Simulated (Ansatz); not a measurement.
Molecule: SbI2, net charge 1, singlet state. 
Structure (B3LYP-D3(BJ)/def2-TZVP (Ansatz, a quantum-chemistry and plane-wave program) minimum search):
```
Sb
I 1 2.6421
I 1 2.6421 2 103.42
```
Charge +1, spin multiplicity 1.

Parts of the frozen-core correlation energy in STO-3G (Ansatz, hartree). Frozen orbitals: 69; correlated occupied orbitals by spin: 9 and 9; virtual: 3 and 3. No spin-orbit coupling. In def2 rows, elements after Kr have scalar-relativistic effective core potentials. STO-3G rows are all-electron and non-relativistic. The restricted reference is unstable.

```tsv
term	value
reference (HF)	-19952.62575
MP2 opposite-spin	-0.04131
MP2 same-spin	-0.00982
CCSD correlation	-0.06393
(T)	-0.00484
T1 diagnostic	0.028
largest doubles amplitude	0.104
```
